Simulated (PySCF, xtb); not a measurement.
CH₅F₃Si₂, SMILES C[Si@H](F)[SiH](F)F.

GFN2-xTB (xtb 6.7.1) at its own geometry gives an orbital gap of 4.45 eV and a dipole moment of 2.07 D.

Geometry: PBE0-D3(BJ)/def2-SVP. The structure was generated by enumeration; whether it is a known compound was not checked. The values are those of a single conformer.

Task: What does PySCF with CAM-B3LYP/def2-TZVP give? (The exact figures need the calculation; the answer reports its results.)

Result: gap 9.92 eV (levels -9.77 and 0.15 eV), dipole 2.24 D.
